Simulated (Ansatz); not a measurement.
A short molecular-dynamics run on `C[CH2][Al][CH3]` radical.

```yaml
crystal:
  periodic: [false, false, false]
  atoms:
    - {symbol: C, position_ang: [-0.991070, 1.133147, 0.219748]}
    - {symbol: C, position_ang: [-0.564219, 0.136934, 1.296809]}
    - {symbol: Al, position_ang: [0.713883, -1.251399, 0.686146]}
    - {symbol: C, position_ang: [1.357144, -1.168219, -1.175401]}
    - {symbol: H, position_ang: [-1.486411, 0.636320, -0.619048]}
    - {symbol: H, position_ang: [-1.688911, 1.883762, 0.605695]}
    - {symbol: H, position_ang: [-0.135762, 1.673311, -0.195396]}
    - {symbol: H, position_ang: [-1.437540, -0.370744, 1.725289]}
    - {symbol: H, position_ang: [-0.104137, 0.658215, 2.146476]}
    - {symbol: H, position_ang: [1.859571, -0.208992, -1.349373]}
    - {symbol: H, position_ang: [0.504533, -1.209771, -1.863838]}
    - {symbol: H, position_ang: [2.050020, -1.967562, -1.443109]}
basis:
  gaussian: {orbitals: def2-SVP}
magnetization: {spin_polarized: false, initial_magnetization: 1}
hamiltonian: {xc: {name: r2SCAN}, dispersion: d3bj}
md: {timestep: 0.5 fs, n_steps: 50, ensemble: nvt_langevin, temperature: 1500, initial_velocities: maxwell_boltzmann, friction: 0.01, seed: 859}
```

```sh
$ ansatz run in.yaml --threads 4 --pin off --events-out ev --progress --plain --max-ram 10444MiB
```

```
step  time (fs)  potential energy (eV)  kinetic (eV)  T (K)  conserved (eV)
   0        0.0             -9830.1856        2.1328   1375               –
   1        0.5             -9830.1194        2.2020   1420               –
   2        1.0             -9829.9641        2.1221   1368               –
   3        1.5             -9829.7608        1.9463   1255               –
   4        2.0             -9829.5787        1.8215   1174               –
   5        2.5             -9829.4652        1.7940   1157               –
   6        3.0             -9829.4157        1.7021   1097               –
   7        3.5             -9829.4079        1.6866   1087               –
   8        4.0             -9829.3921        1.6643   1073               –
   9        4.5             -9829.3320        1.5793   1018               –
  10        5.0             -9829.2372        1.4451    932               –
  11        5.5             -9829.1264        1.3041    841               –
  12        6.0             -9829.0071        1.1806    761               –
  13        6.5             -9828.8890        1.0712    691               –
  14        7.0             -9828.7867        0.9461    610               –
  15        7.5             -9828.7136        0.9147    590               –
  16        8.0             -9828.6813        0.8381    540               –
  17        8.5             -9828.7257        0.8856    571               –
  18        9.0             -9828.8568        0.9679    624               –
  19        9.5             -9829.0485        1.2284    792               –
  20       10.0             -9829.2482        1.4934    963               –
  21       10.5             -9829.3816        1.5680   1011               –
  22       11.0             -9829.4162        1.6959   1093               –
  23       11.5             -9829.3649        1.6387   1056               –
  24       12.0             -9829.2675        1.5875   1023               –
  25       12.5             -9829.1724        1.4528    937               –
  26       13.0             -9829.1307        1.4539    937               –
  27       13.5             -9829.1719        1.5372    991               –
  28       14.0             -9829.2758        1.6820   1084               –
  29       14.5             -9829.3854        1.9248   1241               –
  30       15.0             -9829.4554        1.9894   1283               –
  31       15.5             -9829.4654        2.0058   1293               –
  32       16.0             -9829.4046        2.0474   1320               –
  33       16.5             -9829.2811        1.8938   1221               –
  34       17.0             -9829.1299        1.6373   1056               –
  35       17.5             -9828.9941        1.5184    979               –
  36       18.0             -9828.9000        1.2686    818               –
  37       18.5             -9828.8747        1.2208    787               –
  38       19.0             -9828.9214        1.1864    765               –
  39       19.5             -9829.0182        1.3285    857               –
  40       20.0             -9829.1422        1.4093    909               –
  41       20.5             -9829.2716        1.4861    958               –
  42       21.0             -9829.3878        1.5956   1029               –
  43       21.5             -9829.4527        1.6929   1091               –
  44       22.0             -9829.4362        1.4290    921               –
  45       22.5             -9829.3399        1.2995    838               –
  46       23.0             -9829.1879        1.1628    750               –
  47       23.5             -9829.0380        1.0787    695               –
  48       24.0             -9828.9644        0.9844    635               –
  49       24.5             -9829.0213        1.0024    646               –
  50       25.0             -9829.1780        1.1073    714               –
```

Velocities are drawn at the set temperature; a run this short doesn't reach equilibrium.

Frames (Å, forces in eV/Å):

```xyz
12
time=0.0 fs
C    -0.991    1.133    0.220    0.046   -0.118    0.142
C    -0.564    0.137    1.297    0.164   -0.099   -0.282
Al    0.714   -1.251    0.686    0.038   -0.071    0.050
C     1.357   -1.168   -1.175   -0.102   -0.036    0.335
H    -1.486    0.636   -0.619   -0.151   -0.127   -0.252
H    -1.689    1.884    0.606   -0.204    0.228    0.091
H    -0.136    1.673   -0.195    0.238    0.171   -0.130
H    -1.438   -0.371    1.725   -0.258   -0.132    0.164
H    -0.104    0.658    2.146    0.107    0.147    0.276
H     1.860   -0.209   -1.349    0.137    0.262   -0.070
H     0.505   -1.210   -1.864   -0.223   -0.003   -0.207
H     2.050   -1.968   -1.443    0.209   -0.222   -0.118
12
time=1.5 fs
C    -0.966    1.144    0.236    0.670   -1.381   -1.210
C    -0.601    0.162    1.296    3.974    0.271   -0.745
Al    0.709   -1.252    0.670   -0.345    0.069    0.665
C     1.346   -1.193   -1.157    2.989   -0.570    0.342
H    -1.429    0.603   -0.604   -0.276    0.206   -0.137
H    -1.640    1.848    0.609   -1.540    1.754    0.521
H    -0.109    1.661   -0.207    0.259    0.179    0.097
H    -1.353   -0.333    1.775   -3.036   -1.549    1.262
H    -0.070    0.614    2.152    0.164    0.335    0.041
H     1.878   -0.219   -1.313   -0.129   -0.301    0.101
H     0.570   -1.190   -1.862   -1.667   -0.074   -1.443
H     2.101   -2.010   -1.474   -1.063    1.062    0.506
12
time=3.0 fs
C    -0.940    1.153    0.249    0.259   -1.203   -2.125
C    -0.634    0.182    1.294    4.833   -1.016    0.565
Al    0.701   -1.257    0.650   -0.758    0.152    1.377
C     1.340   -1.218   -1.135    3.914   -0.334   -0.717
H    -1.387    0.577   -0.590   -0.336    0.552   -0.003
H    -1.624    1.843    0.623   -1.590    1.994    0.300
H    -0.074    1.648   -0.225    0.029    0.085    0.440
H    -1.339   -0.323    1.853   -2.758   -1.139    0.842
H    -0.030    0.573    2.153    0.011    0.385   -0.347
H     1.897   -0.228   -1.288   -0.362   -0.825    0.324
H     0.616   -1.163   -1.892   -1.676   -0.103   -1.476
H     2.131   -2.035   -1.486   -1.566    1.452    0.818
12
time=4.5 fs
C    -0.918    1.163    0.258   -1.524    0.246   -1.967
C    -0.663    0.200    1.291    3.823   -3.239    3.193
Al    0.691   -1.261    0.634   -1.139    0.185    1.958
C     1.345   -1.241   -1.116    2.311    0.219   -3.097
H    -1.360    0.560   -0.568   -0.446    0.797   -0.095
H    -1.641    1.881    0.651   -0.194    0.814   -0.596
H    -0.039    1.623   -0.231   -0.021    0.184    0.570
H    -1.390   -0.333    1.945   -0.680    0.477   -0.947
H     0.010    0.551    2.141   -0.322    0.295   -0.611
H     1.915   -0.255   -1.259   -0.349   -0.780    0.411
H     0.631   -1.135   -1.967   -0.125   -0.285    0.368
H     2.130   -2.030   -1.482   -1.335    1.086    0.813
12
time=6.0 fs
C    -0.899    1.175    0.267   -2.904    1.254   -1.537
C    -0.683    0.209    1.294    3.212   -4.200    4.493
Al    0.681   -1.261    0.622   -1.419    0.180    2.312
C     1.354   -1.263   -1.103    0.326    1.344   -4.088
H    -1.345    0.557   -0.540   -0.569    0.899   -0.332
H    -1.667    1.936    0.668    1.052   -0.260   -1.207
H    -0.008    1.593   -0.229    0.019    0.351    0.580
H    -1.456   -0.333    2.007    0.600    1.324   -1.938
H     0.049    0.536    2.117   -0.646    0.182   -0.595
H     1.935   -0.297   -1.219   -0.184   -0.362    0.395
H     0.655   -1.111   -2.035    0.644   -0.452    1.591
H     2.096   -1.998   -1.459   -0.132   -0.261    0.326
12
time=7.5 fs
C    -0.886    1.193    0.271   -3.489    1.346   -0.861
C    -0.695    0.209    1.300    2.843   -3.938    4.202
Al    0.668   -1.265    0.614   -1.559    0.149    2.373
C     1.364   -1.280   -1.097   -2.327    2.683   -3.378
H    -1.335    0.574   -0.517   -0.751    0.765   -0.719
H    -1.683    1.981    0.662    1.665   -0.752   -1.329
H     0.014    1.570   -0.221    0.231    0.575    0.469
H    -1.502   -0.311    2.022    1.061    1.455   -2.063
H     0.077    0.531    2.081   -0.727    0.103   -0.269
H     1.956   -0.358   -1.166    0.290    0.605    0.259
H     0.698   -1.113   -2.071    0.694   -0.383    1.933
H     2.046   -1.968   -1.426    2.068   -2.609   -0.617
12
time=9.0 fs
C    -0.877    1.210    0.272   -3.206    0.970   -0.046
C    -0.700    0.201    1.312    2.632   -2.855    2.477
Al    0.655   -1.270    0.608   -1.570    0.096    2.262
C     1.371   -1.290   -1.101   -3.235    2.510   -2.701
H    -1.327    0.613   -0.504   -0.971    0.358   -1.237
H    -1.665    2.013    0.628    1.668   -0.760   -1.049
H     0.036    1.554   -0.201    0.472    0.739    0.295
H    -1.515   -0.262    1.989    0.677    0.993   -1.389
H     0.083    0.535    2.039   -0.408    0.127    0.362
H     1.990   -0.417   -1.122    0.814    1.449    0.152
H     0.743   -1.120   -2.077    0.441   -0.183    1.694
H     2.023   -1.987   -1.415    2.684   -3.446   -0.822
12
time=10.5 fs
C    -0.871    1.226    0.275   -1.874    0.015   -0.097
C    -0.704    0.188    1.328    3.157   -1.311   -0.330
Al    0.640   -1.275    0.603   -1.499    0.052    2.173
C     1.370   -1.298   -1.107    0.242    0.059   -2.328
H    -1.331    0.664   -0.513   -0.926    0.112   -1.358
H    -1.604    2.031    0.579    0.952   -0.112   -0.421
H     0.070    1.542   -0.177    0.246    0.661    0.300
H    -1.505   -0.202    1.929   -0.946   -0.041    0.145
H     0.061    0.551    2.009    0.258    0.269    1.147
H     2.047   -0.449   -1.089    0.503    0.929    0.088
H     0.794   -1.134   -2.041   -0.380    0.161    0.339
H     2.055   -2.079   -1.424    0.268   -0.794    0.342
12
time=12.0 fs
C    -0.868    1.240    0.281   -0.069   -1.772   -1.297
C    -0.707    0.171    1.340    4.385    0.270   -2.583
Al    0.621   -1.282    0.598   -1.375   -0.004    2.057
C     1.371   -1.308   -1.115    3.769   -1.318   -0.472
H    -1.347    0.719   -0.552   -0.428    0.278   -0.685
H    -1.523    2.051    0.524   -0.305    1.178    0.429
H     0.110    1.534   -0.148   -0.246    0.453    0.358
H    -1.519   -0.145    1.866   -2.845   -0.978    1.695
H     0.044    0.577    1.998    0.370    0.187    1.424
H     2.112   -0.459   -1.052   -0.361   -0.164   -0.072
H     0.837   -1.148   -1.996   -1.543    0.623   -1.850
H     2.098   -2.185   -1.432   -1.352    1.247    0.997
12
time=13.5 fs
C    -0.863    1.251    0.285    0.807   -2.890   -2.278
C    -0.707    0.151    1.347    3.424    0.866   -2.486
Al    0.599   -1.288    0.594   -1.174   -0.090    1.788
C     1.380   -1.321   -1.124    5.116   -1.343    0.773
H    -1.373    0.780   -0.600    0.166    0.465    0.210
H    -1.448    2.092    0.494   -0.941    1.864    0.935
H     0.142    1.532   -0.118   -0.523    0.270    0.278
H    -1.588   -0.104    1.824   -2.074   -0.778    1.424
H     0.038    0.598    2.008   -0.035   -0.114    1.235
H     2.174   -0.463   -1.022   -1.126   -0.990   -0.252
H     0.853   -1.142   -1.983   -1.848    0.824   -2.668
H     2.114   -2.252   -1.426   -1.794    1.916    1.041
12
time=15.0 fs
C    -0.852    1.257    0.283    0.241   -1.613   -2.212
C    -0.703    0.130    1.353    0.527    1.241   -0.997
Al    0.575   -1.292    0.592   -0.905   -0.215    1.406
C     1.397   -1.339   -1.133    3.685   -0.309   -0.309
H    -1.390    0.865   -0.650    0.573    0.319    0.835
H    -1.399    2.168    0.489   -0.238    0.543    0.852
H     0.170    1.542   -0.081   -0.556    0.113    0.106
H    -1.711   -0.082    1.801    0.978   -0.174    0.154
H     0.034    0.622    2.045   -0.789   -0.626    0.584
H     2.224   -0.484   -1.006   -1.477   -1.257   -0.375
H     0.836   -1.121   -2.024   -0.549    0.407   -0.797
H     2.091   -2.268   -1.401   -1.490    1.570    0.753
12
time=16.5 fs
C    -0.842    1.263    0.280   -0.347    0.142   -1.585
C    -0.694    0.111    1.355   -1.628    2.040   -0.005
Al    0.551   -1.295    0.593   -0.565   -0.400    0.938
C     1.422   -1.358   -1.142    0.784    1.665   -1.318
H    -1.397    0.944   -0.678    0.772    0.066    1.061
H    -1.366    2.256    0.498    0.496   -1.145    0.611
H     0.192    1.555   -0.035   -0.485    0.026   -0.142
H    -1.828   -0.056    1.790    3.007   -0.081   -0.506
H     0.012    0.648    2.099   -1.224   -1.069   -0.087
H     2.249   -0.523   -1.006   -1.356   -1.071   -0.426
H     0.801   -1.101   -2.087    0.905   -0.197    1.282
H     2.036   -2.254   -1.366   -0.360    0.024    0.176
12
time=18.0 fs
C    -0.833    1.272    0.277   -0.330    1.155   -0.502
C    -0.686    0.098    1.358   -2.641    2.738    0.297
Al    0.528   -1.298    0.595   -0.202   -0.605    0.436
C     1.452   -1.374   -1.158   -2.051    3.740   -1.131
H    -1.373    1.015   -0.680    0.508   -0.297    0.642
H    -1.327    2.322    0.510    0.644   -1.999    0.499
H     0.198    1.571    0.010   -0.085    0.033   -0.392
H    -1.877   -0.035    1.777    3.516   -0.249   -0.655
H    -0.034    0.656    2.151   -1.173   -1.227   -0.499
H     2.258   -0.573   -1.007   -0.801   -0.531   -0.431
H     0.790   -1.087   -2.136    1.565   -0.520    2.148
H     1.987   -2.244   -1.346    1.051   -2.239   -0.412
12
time=19.5 fs
C    -0.830    1.281    0.273    0.460    1.512    0.910
C    -0.683    0.090    1.361   -3.016    2.972    0.033
Al    0.507   -1.301    0.597    0.067   -0.742    0.070
C     1.476   -1.382   -1.175   -3.125    2.686   -0.890
H    -1.336    1.076   -0.669   -0.112   -0.697   -0.326
H    -1.282    2.337    0.537    0.341   -1.967    0.478
H     0.196    1.597    0.041    0.257   -0.016   -0.525
H    -1.859   -0.016    1.751    3.143   -0.497   -0.567
H    -0.102    0.636    2.195   -0.755   -1.027   -0.568
H     2.259   -0.637   -1.007    0.327    0.465   -0.288
H     0.821   -1.075   -2.144    1.530   -0.588    2.060
H     1.959   -2.291   -1.333    0.882   -2.101   -0.387
12
time=21.0 fs
C    -0.827    1.293    0.273    1.403    1.216    2.015
C    -0.685    0.089    1.363   -1.984    2.918   -0.867
Al    0.486   -1.304    0.598    0.279   -0.786   -0.214
C     1.489   -1.385   -1.196   -2.941   -0.649   -0.264
H    -1.299    1.117   -0.659   -0.776   -0.929   -1.242
H    -1.237    2.320    0.578   -0.090   -1.387    0.471
H     0.192    1.615    0.042    0.476   -0.048   -0.476
H    -1.774   -0.009    1.708    1.342   -0.801   -0.107
H    -0.177    0.606    2.226   -0.146   -0.631   -0.323
H     2.261   -0.699   -1.019    1.698    1.520    0.016
H     0.882   -1.080   -2.122    0.836   -0.352    1.078
H     1.943   -2.377   -1.327   -0.096   -0.071   -0.086
12
time=22.5 fs
C    -0.823    1.309    0.278    1.615   -0.338    1.153
C    -0.691    0.093    1.362    1.589    2.892   -2.623
Al    0.464   -1.307    0.600    0.450   -0.755   -0.454
C     1.494   -1.389   -1.219   -0.712   -2.641    2.214
H    -1.278    1.124   -0.682   -0.612   -0.684   -0.494
H    -1.193    2.280    0.617   -0.777   -0.047    0.693
H     0.189    1.626    0.030    0.715   -0.053   -0.395
H    -1.667   -0.015    1.669   -2.872   -1.325    0.964
H    -0.240    0.565    2.245    0.508   -0.098    0.203
H     2.296   -0.725   -1.032    1.441    1.077    0.000
H     0.945   -1.102   -2.079   -0.703    0.398   -1.300
H     1.922   -2.461   -1.320   -0.643    1.575    0.040
12
time=24.0 fs
C    -0.818    1.325    0.284    1.831   -2.287   -0.314
C    -0.694    0.102    1.359    3.915    2.986   -3.495
Al    0.442   -1.312    0.601    0.599   -0.727   -0.658
C     1.493   -1.398   -1.236    1.977   -2.732    4.739
H    -1.270    1.127   -0.712   -0.297   -0.364    0.614
H    -1.165    2.236    0.656   -1.504    1.660    1.137
H     0.188    1.640    0.010    0.753   -0.086   -0.241
H    -1.622   -0.052    1.645   -5.339   -1.748    1.474
H    -0.280    0.523    2.274    0.750    0.202    0.373
H     2.350   -0.718   -1.045   -0.001   -0.241   -0.270
H     0.978   -1.113   -2.053   -2.033    1.131   -3.412
H     1.883   -2.514   -1.325   -0.651    2.207    0.052
12
time=25.0 fs
C    -0.813    1.334    0.287    2.008   -2.976   -1.213
C    -0.691    0.110    1.355    1.928    2.542   -2.555
Al    0.428   -1.316    0.603    0.692   -0.738   -0.789
C     1.494   -1.408   -1.242    2.098   -1.822    4.407
H    -1.271    1.128   -0.736   -0.063   -0.137    1.359
H    -1.155    2.216    0.690   -1.769    2.295    1.271
H     0.196    1.659   -0.009    0.437   -0.217   -0.042
H    -1.651   -0.102    1.645   -3.069   -1.290    0.695
H    -0.290    0.502    2.299    0.582    0.179    0.082
H     2.376   -0.708   -1.049   -0.688   -0.859   -0.385
H     0.984   -1.106   -2.072   -1.695    0.991   -2.874
H     1.856   -2.521   -1.334   -0.462    2.032    0.045
```

Run time 47 s (4 threads of an AMD EPYC 9R45 on a shared host); peak host memory 0.27 GiB.
